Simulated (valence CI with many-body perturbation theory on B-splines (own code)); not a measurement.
## Cs50+: electric-dipole lines

Method: configuration interaction combined with many-body perturbation theory (CI+MBPT): three valence electrons over a frozen Dirac-Fock core [He], a basis of 11 s, 11 p, 10 d, 8 f, 5 g, 2 h functions for each j, with the one-electron correlation potential Σ1, the two-electron term Σ2, the three-electron term Σ3, Breit, model QED; selected CI, second order for the rest, scaled by the run's own slope (own B-spline code, finite nucleus).

The last digits are not significant, and no measured levels were compared; by estimate large intervals hold to a few tenths of a per cent, small ones and those within an open d or f shell to about a per cent.

Lines 201 to 250 of 504 in falling wavelength, among levels below 7824.5 eV, chosen from the strongest by gf and those to the six lowest levels. Wavelengths and rates use the calculated energies. Electric multipoles are in the length gauge with retardation, E1 and E2 with the static RPA response of the core. Weak lines are less certain than strong ones. Lines between different terms over intervals too small for the method are left out, as are lines whose strength nearly cancels. The highest levels of a list are the least certain.

Levels are named by their leading jj configuration (3d3/2^4 stands for four electrons in 3d with j = 3/2), which in mixed levels can hold well under half, so a name can repeat and another be missing. Letters in brackets count levels of one name in rising energy.

```csv
λ vac (nm),Upper,Lower,A (s⁻¹),S (a.u.) with core polarisation,S without
0.7103,(2s 2p1/2 4f5/2) J=5/2 [a],(2s 2p1/2 3d5/2) J=5/2 [a],5.35e+12,5.67e-03,5.67e-03
0.7102,(2s 2p1/2 4f7/2) J=5/2,(2s 2p1/2 3d5/2) J=3/2,8.11e+13,8.61e-02,8.61e-02
0.7102,(2s 2p1/2 4f7/2) J=5/2,(2s 2p1/2 3d5/2) J=5/2 [b],8.68e+12,9.20e-03,9.20e-03
0.7102,(2s 2p1/2 4f7/2) J=7/2 [b],(2s 2p1/2 3d5/2) J=5/2 [b],7.98e+13,1.13e-01,1.13e-01
0.7100,(2p1/2^2 4f7/2) J=7/2,(2p1/2^2 3d5/2) J=5/2,8.69e+13,1.23e-01,1.23e-01
0.7093,(2p1/2^2 4f7/2) J=7/2,(2s 2p3/2 3p1/2) J=5/2,6.14e+12,8.65e-03,8.66e-03
0.7089,(2s 2p1/2 4f5/2) J=7/2,(2s 2p1/2 3d5/2) J=7/2,6.50e+12,9.14e-03,9.14e-03
0.7082,(2s^2 4f5/2) J=5/2,(2s^2 3d5/2) J=5/2,6.24e+12,6.56e-03,6.56e-03
0.7082,(2s 2p1/2 4f5/2) J=3/2,(2p1/2^2 3p1/2) J=1/2,1.68e+13,1.17e-02,1.17e-02
0.7078,(2s 2p1/2 4f5/2) J=5/2 [a],(2s 2p1/2 3d3/2) J=3/2 [b],9.21e+12,9.67e-03,9.67e-03
0.7076,(2s 2p1/2 4f7/2) J=7/2 [a],(2s 2p1/2 3d5/2) J=5/2 [a],8.15e+13,1.14e-01,1.14e-01
0.7062,(2s 2p1/2 4f7/2) J=9/2,(2s 2p1/2 3d5/2) J=7/2,9.41e+13,1.64e-01,1.64e-01
0.7059,(2s 2p1/2 4f7/2) J=7/2 [b],(2s 2p1/2 3d5/2) J=7/2,7.06e+12,9.81e-03,9.81e-03
0.7056,(2s^2 4f7/2) J=7/2,(2s^2 3d5/2) J=5/2,9.39e+13,1.30e-01,1.30e-01
0.7010,(2s 2p1/2 4f5/2) J=7/2,(2s 2p1/2 3d5/2) J=5/2 [a],4.65e+12,6.33e-03,6.33e-03
0.7008,(2s 2p1/2 4f5/2) J=5/2 [b],(2s 2p1/2 3d5/2) J=5/2 [a],2.56e+12,2.61e-03,2.61e-03
0.6992,(2s 2p1/2 4f7/2) J=7/2 [a],(2s 2p1/2 3d3/2) J=5/2,7.33e+12,9.89e-03,9.89e-03
0.6984,(2s 2p1/2 4f5/2) J=3/2,(2s 2p1/2 3d3/2) J=3/2 [b],2.27e+13,1.53e-02,1.53e-02
0.6983,(2s 2p1/2 4f5/2) J=5/2 [b],(2s 2p1/2 3d3/2) J=3/2 [b],6.30e+13,6.35e-02,6.35e-02
0.6981,(2s 2p1/2 4f7/2) J=7/2 [b],(2s 2p1/2 3d5/2) J=5/2 [a],6.71e+12,9.01e-03,9.01e-03
0.6959,(2p1/2^2 4f5/2) J=5/2,(2p1/2^2 3d3/2) J=3/2,8.96e+13,8.95e-02,8.95e-02
0.6958,(2s^2 4f5/2) J=5/2,(2s^2 3d3/2) J=3/2,8.73e+13,8.71e-02,8.71e-02
0.6957,(2s 2p1/2 4f5/2) J=3/2,(2s 2p1/2 3d3/2) J=1/2,5.05e+13,3.36e-02,3.36e-02
0.6954,(2s 2p1/2 4d5/2) J=3/2,(2p1/2^2 3s) J=1/2,1.10e+13,7.28e-03,7.29e-03
0.6935,(2s 2p1/2 4f5/2) J=5/2 [a],(2s 2p1/2 3d3/2) J=3/2 [a],7.97e+13,7.87e-02,7.87e-02
0.6927,(2s 2p1/2 4f5/2) J=7/2,(2s 2p1/2 3d3/2) J=5/2,8.15e+13,1.07e-01,1.07e-01
0.6925,(2s 2p1/2 4f5/2) J=5/2 [b],(2s 2p1/2 3d3/2) J=5/2,1.55e+13,1.52e-02,1.52e-02
0.6924,(2p1/2^2 4d3/2) J=3/2,(2p1/2^2 3p3/2) J=3/2,8.03e+12,5.26e-03,5.26e-03
0.6900,(2s 2p1/2 4d3/2) J=3/2 [a],(2s 2p1/2 3p3/2) J=3/2 [a],7.66e+12,4.97e-03,4.97e-03
0.6900,(2s 2p1/2 4d3/2) J=5/2,(2s 2p1/2 3p3/2) J=5/2,8.58e+12,8.34e-03,8.34e-03
0.6898,(2s 2p1/2 4d3/2) J=3/2 [b],(2s 2p1/2 3p3/2) J=3/2 [b],5.76e+12,3.73e-03,3.73e-03
0.6888,(2s^2 4d3/2) J=3/2,(2s^2 3p3/2) J=3/2,7.41e+12,4.78e-03,4.78e-03
0.6859,(2p1/2^2 4d5/2) J=5/2,(2p1/2^2 3p3/2) J=3/2,4.65e+13,4.44e-02,4.44e-02
0.6844,(2s 2p1/2 4f5/2) J=5/2 [b],(2s 2p1/2 3d3/2) J=3/2 [a],8.74e+12,8.30e-03,8.30e-03
0.6841,(2s 2p1/2 4d5/2) J=5/2 [a],(2s 2p1/2 3p3/2) J=3/2 [a],4.36e+13,4.14e-02,4.14e-02
0.6840,(2s 2p1/2 4d5/2) J=5/2 [b],(2s 2p1/2 3p3/2) J=3/2 [b],4.12e+13,3.91e-02,3.91e-02
0.6840,(2s 2p1/2 4d5/2) J=7/2,(2s 2p1/2 3p3/2) J=5/2,4.70e+13,5.94e-02,5.94e-02
0.6839,(2s 2p1/2 4d5/2) J=3/2,(2s 2p1/2 3p3/2) J=3/2 [b],9.39e+12,5.93e-03,5.93e-03
0.6835,(2s^2 4d5/2) J=5/2,(2s^2 3p3/2) J=3/2,4.38e+13,4.15e-02,4.15e-02
0.6829,(2s 2p1/2 4d5/2) J=5/2 [b],(2s 2p1/2 3p3/2) J=5/2,5.47e+12,5.16e-03,5.16e-03
0.6822,(2s^2 4f5/2) J=5/2,(2s 2p1/2 3p1/2) J=3/2,3.00e+12,2.82e-03,2.82e-03
0.6814,(2s 2p1/2 4d3/2) J=5/2,(2s 2p1/2 3p3/2) J=3/2 [a],3.79e+12,3.55e-03,3.55e-03
0.6807,(2s 2p3/2 4s) J=5/2,(2s 2p3/2 3p1/2) J=5/2,2.72e+12,2.54e-03,2.54e-03
0.6798,(2s 2p3/2 4s) J=5/2,(2s 2p3/2 3p1/2) J=3/2 [a],2.76e+12,2.57e-03,2.57e-03
0.6782,(2s 2p1/2 4d5/2) J=3/2,(2s 2p1/2 3p3/2) J=1/2,2.58e+13,1.59e-02,1.59e-02
0.6670,(2s^2 4d5/2) J=5/2,(2s 2p1/2 3s) J=3/2,3.77e+12,3.32e-03,3.32e-03
0.6590,(2p1/2^2 4p1/2) J=1/2,(2p1/2^2 3s) J=1/2,1.59e+13,4.48e-03,4.48e-03
0.6570,(2s 2p1/2 4p1/2) J=3/2,(2s 2p1/2 3s) J=1/2 [b],8.25e+12,4.62e-03,4.62e-03
0.6547,(2s 2p3/2 4p1/2) J=3/2,(2s 2p3/2 3s) J=3/2 [a],4.68e+12,2.59e-03,2.59e-03
0.6542,(2s 2p3/2 4p1/2) J=5/2,(2s 2p3/2 3s) J=3/2 [a],1.07e+13,8.90e-03,8.90e-03
```
